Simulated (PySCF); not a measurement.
Compound: C9H10P (charge -1).
Atom-mapped SMILES: `[CH2:1]=[CH:2][P-:3][c:4]1[cH:5][cH:6][cH:7][cH:8][c:9]1[CH3:10]` (hydrogens: H11, H12 on C1; H13 on C2; H14 on C5; H15 on C6; H16 on C7; H17 on C8; H18, H19, H20 on C10)

Level of theory: PySCF 2.14.0, PBE0-D3(BJ)/def2-SVP geometry optimisation, gas phase.

(1) Give the optimised bond lengths and angles.

## Answers

(1) 
| bond | length (bohr) |
| --- | --- |
| C1=C2 | 2.562 |
| C2–P3 | 3.389 |
| P3–C4 | 3.412 |
| C4–C5 | 2.683 |
| C5–C6 | 2.626 |
| C6–C7 | 2.641 |
| C7–C8 | 2.643 |
| C8–C9 | 2.633 |
| C9–C10 | 2.830 |
| C4–C9 | 2.710 |
| C1–H11 | 2.072 |
| C1–H12 | 2.072 |
| C2–H13 | 2.082 |
| C5–H14 | 2.065 |
| C6–H15 | 2.071 |
| C7–H16 | 2.067 |
| C8–H17 | 2.072 |
| C10–H18, C10–H19, C10–H20 | 2.086 |

Bonds in one row agree within 0.02 bohr and their mean is given. A selection of angles:
| angle | degrees |
| --- | --- |
| C2–C1–H11 | 121.6 |
| C2–C1–H12 | 121.7 |
| H11–C1–H12 | 116.7 |
| C1–C2–P3 | 126.9 |
| C1–C2–H13 | 115.9 |
| P3–C2–H13 | 117.1 |
| C2–P3–C4 | 102.1 |
| P3–C4–C5 | 126.0 |
| P3–C4–C9 | 118.3 |
| C5–C4–C9 | 115.7 |
| C4–C5–C6 | 122.7 |
| C4–C5–H14 | 118.8 |
| C6–C5–H14 | 118.4 |
| C5–C6–C7 | 120.7 |
| C5–C6–H15 | 119.3 |
| C7–C6–H15 | 120.0 |
| C6–C7–C8 | 117.9 |
| C6–C7–H16 | 121.3 |
| C8–C7–H16 | 120.9 |
| C7–C8–C9 | 122.3 |
| C7–C8–H17 | 119.5 |
| C9–C8–H17 | 118.2 |
| C8–C9–C10 | 120.1 |
| C4–C9–C8 | 120.6 |
| C4–C9–C10 | 119.3 |
| C9–C10–H18 | 111.7 |
| C9–C10–H20 | 110.4 |
| H18–C10–H19 | 108.8 |
| H19–C10–H20 | 105.0 |

Torsions: C1–C2–P3–C4 -166° (antiperiplanar); C2–P3–C4–C5 14° (synperiplanar). The mirror-image conformer, all signs reversed, is as good.

The 6-membered ring C4–C5–C6–C7–C8–C9 has internal angles of 115.7° to 122.7°; it is planar, 0.01 Å rms from its mean plane, widest ring torsion 2°. C5 (aromatic CH carbon) is planar (angles 122.7°, 118.8° and 118.4°, sum 360.0°, 0.01 Å off the plane of its three neighbours). C1 (terminal =CH2 carbon) is planar (angles 121.7°, 121.6° and 116.7°, sum 360.0°, 0.01 Å off the plane of its three neighbours). Of the pairs four or more bonds apart, H13···H14 is among the closest relative to their van der Waals radii: 2.00 Å, 83 % of the sum of Bondi's values. C7 (aromatic CH carbon) is planar (angles 121.3°, 120.9° and 117.9°, sum 360.0°, 0.00 Å off the plane of its three neighbours). The 8 C–C bonds span 1.356 Å (C1=C2, drawn double) to 1.498 Å (C9–C10, drawn single), a spread of 0.142 Å. C2 (alkene CH carbon) is planar (angles 126.9°, 117.1° and 115.9°, sum 359.8°, 0.03 Å off the plane of its three neighbours).

Point group: C1 (no symmetry element, even within 0.4 Å). PBE0-D3(BJ)/def2-SVP frequencies: not computed here. The geometry's basis has no diffuse functions, a weakness for an anion.

Time: 1.9 min; peak memory 0.87 GiB. Hardware: one thread of an Intel Xeon Platinum 8488C, no GPU, shared host with 192 logical CPUs at a one-minute load of 41. These figures are those of the optimisation.
